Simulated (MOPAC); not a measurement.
A run for MOPAC: PM3 on CH5B (SMILES BC), a point of a bond scan (R = 2.094 Å).

```
PM3 1SCF PRECISE CHARGE=0 THREADS=1
CH5B

B      1.40702691 1     0.13060540 1     0.02977876 1
C     -0.67657042 1    -0.06721329 1    -0.04119711 1
H      2.10582720 1    -0.81330550 1     0.24692064 1
H      1.92590732 1     1.20034925 1    -0.08358541 1
H     -0.99453933 1     0.07635016 1     1.00657842 1
H     -1.03720483 1    -1.05649979 1    -0.32706514 1
H     -1.19435906 1     0.70236295 1    -0.61575156 1
```

Program output:

```
*******************************************************************************
 **                                                                           **
 **                              MOPAC v23.2.5                                **
 **                                                                           **
 *******************************************************************************
 ** MOPAC's Digital Object Identifier: https://doi.org/10.5281/zenodo.6511958 **
 **                                                                           **
 ** Please cite the open-source release paper for use of this MOPAC version:  **
 ** J. E. Moussa and J. J. P. Stewart (2026)                                  **
 ** MOPAC: An open-source semiempirical molecular orbital program             **
 ** J. Open Source Softw., 11(119), 8025, https://doi.org/10.21105/joss.08025 **
 *******************************************************************************

                              PM3 CALCULATION RESULTS

 *******************************************************************************
 *  PM3        - The PM3 Hamiltonian to be used
 *
 *
 *
 *                 CHARGE ON SYSTEM = 0
 *
 *
 *
 *  PRECISE    - TIGHTER CRITERIA TO BE USED
 *  1SCF       - DO 1 SCF AND THEN STOP
 *  THREADS=1  - MULTI-THREADING NOT USED
 *  T=         - A TIME OF 172800.0 SECONDS REQUESTED
 *  DUMP=N     - RESTART FILE WRITTEN EVERY 7200.0 SECONDS REQUESTED
 *******************************************************************************
PM3 1SCF PRECISE CHARGE=0 THREADS=1
 CH5B

   ATOM   CHEMICAL          X               Y               Z
  NUMBER   SYMBOL      (ANGSTROMS)     (ANGSTROMS)     (ANGSTROMS)

     1       B          1.40702691  *   0.13060540  *   0.02977876  *
     2       C         -0.67657042  *  -0.06721329  *  -0.04119711  *
     3       H          2.10582720  *  -0.81330550  *   0.24692064  *
     4       H          1.92590732  *   1.20034925  *  -0.08358541  *
     5       H         -0.99453933  *   0.07635016  *   1.00657842  *
     6       H         -1.03720483  *  -1.05649979  *  -0.32706514  *
     7       H         -1.19435906  *   0.70236295  *  -0.61575156  *



          CARTESIAN COORDINATES

    NO.       ATOM           X           Y           Z

     1         B          1.4070      0.1306      0.0298
     2         C         -0.6766     -0.0672     -0.0412
     3         H          2.1058     -0.8133      0.2469
     4         H          1.9259      1.2003     -0.0836
     5         H         -0.9945      0.0764      1.0066
     6         H         -1.0372     -1.0565     -0.3271
     7         H         -1.1944      0.7024     -0.6158

  H: (PM3): J. J. P. STEWART, J. COMP. CHEM. 10, 209 (1989).
  B: (PM3): J. J. P. STEWART, J. MOL. MOD., 10, 155-164 (2004)
  C: (PM3): J. J. P. STEWART, J. COMP. CHEM. 10, 209 (1989).

           Empirical Formula: C H5 B  =     7 atoms



      MOLECULAR POINT GROUP   :   Cs


      RHF CALCULATION, NO. OF DOUBLY OCCUPIED LEVELS = 6


 -------------------------------------------------------------------------------
 PM3 1SCF PRECISE CHARGE=0 THREADS=1
 CH5B



     1SCF WAS SPECIFIED, SO BFGS WAS NOT USED
     SCF FIELD WAS ACHIEVED


                              PM3 CALCULATION
                                                       MOPAC v23.2.5 Linux




          FINAL HEAT OF FORMATION =         73.03196 KCAL/MOL =     305.56574 KJ/MOL


          COSMO AREA              =         83.50 SQUARE ANGSTROMS
          COSMO VOLUME            =         64.62 CUBIC ANGSTROMS

          IONIZATION POTENTIAL    =         11.165897 EV
          HOMO LUMO ENERGIES (EV) =        -11.166  0.639
          NO. OF FILLED LEVELS    =          6
          MOLECULAR WEIGHT        =         27.8605         POINT GROUP:  Cs

          MOLECULAR DIMENSIONS (Angstroms)

            Atom       Atom       Distance
            H     6    H     4     3.73265
            H     7    H     3     3.29185
            H     5    H     3     1.44940


          SCF CALCULATIONS        =          1





   ATOM   CHEMICAL          X               Y               Z
  NUMBER   SYMBOL      (ANGSTROMS)     (ANGSTROMS)     (ANGSTROMS)

     1       B          1.40702691  *   0.13060540  *   0.02977876  *
     2       C         -0.67657042  *  -0.06721329  *  -0.04119711  *
     3       H          2.10582720  *  -0.81330550  *   0.24692064  *
     4       H          1.92590732  *   1.20034925  *  -0.08358541  *
     5       H         -0.99453933  *   0.07635016  *   1.00657842  *
     6       H         -1.03720483  *  -1.05649979  *  -0.32706514  *
     7       H         -1.19435906  *   0.70236295  *  -0.61575156  *

                             CARTESIAN COORDINATES

   1    B        1.407026910     0.130605400     0.029778760
   2    C       -0.676570420    -0.067213290    -0.041197110
   3    H        2.105827200    -0.813305500     0.246920640
   4    H        1.925907320     1.200349250    -0.083585410
   5    H       -0.994539330     0.076350160     1.006578420
   6    H       -1.037204830    -1.056499790    -0.327065140
   7    H       -1.194359060     0.702362950    -0.615751560


           Empirical Formula: C H5 B  =     7 atoms



      MOLECULAR POINT GROUP   :   Cs


                  EIGENVALUES
 -28.64802 -21.20698 -14.13805 -13.35108 -12.62888 -11.16590   0.63938   1.50103
   4.17633   4.29840   4.41084   4.53756   4.84835


              NET ATOMIC CHARGES AND DIPOLE CONTRIBUTIONS

  ATOM NO.   TYPE          CHARGE      No. of ELECS.   s-Pop       p-Pop
    1          B          -0.043983        3.0440     1.22983     1.81416
    2          C          -0.086911        4.0869     1.16878     2.91813
    3          H           0.017759        0.9822     0.98224
    4          H           0.017759        0.9822     0.98224
    5          H           0.022491        0.9775     0.97751
    6          H           0.036443        0.9636     0.96356
    7          H           0.036443        0.9636     0.96356
 DIPOLE           X         Y         Z       TOTAL
 POINT-CHG.    -0.169    -0.020    -0.031     0.173
 HYBRID         0.083     0.026     0.112     0.142
 SUM           -0.086     0.006     0.081     0.119


          ATOMIC ORBITAL ELECTRON POPULATIONS

     Atom    s        px        py        pz
    1  B   1.22983   0.85640   0.90921   0.04855
    2  C   1.16878   0.93397   0.99215   0.99201
    3  H   0.98224
    4  H   0.98224
    5  H   0.97751
    6  H   0.96356
    7  H   0.96356

 **********************
 *                    *
 * JOB ENDED NORMALLY *
 *                    *
 **********************




 == MOPAC DONE ==
```

The run finished.

Cost: about 0.03 core-seconds (a rough figure).
